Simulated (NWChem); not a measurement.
System: C2H5Se, doublet; SMILES CC[Se]

In the optimisation the excess spin sits in a" (Cs, its own frame). This build's default masses of Se (78.918 u) and Br (79.917 u) are each other's, which moves their modes by up to 0.6 %.

Problem. Give the equilibrium geometry at PBE0/def2-SVP, spin-unrestricted (NWChem) as a list of bonds and angles, with the point group.

Solution. point group Cs; any orientation.
Bonds (Å): C1–C2 1.516, C1–H4 1.100, C1–H5 1.103, C1–H6 1.100, C2–Se3 1.943, C2–H7 1.103, C2–H8 1.103. Angles (°): C2–C1–H4 111.3, C2–C1–H5 110.6, C2–C1–H6 111.3, H4–C1–H5 108.0, H4–C1–H6 107.6, H5–C1–H6 108.0, C1–C2–Se3 115.5, C1–C2–H7 112.0, C1–C2–H8 112.0, Se3–C2–H7 105.5, Se3–C2–H8 105.5, H7–C2–H8 105.4.
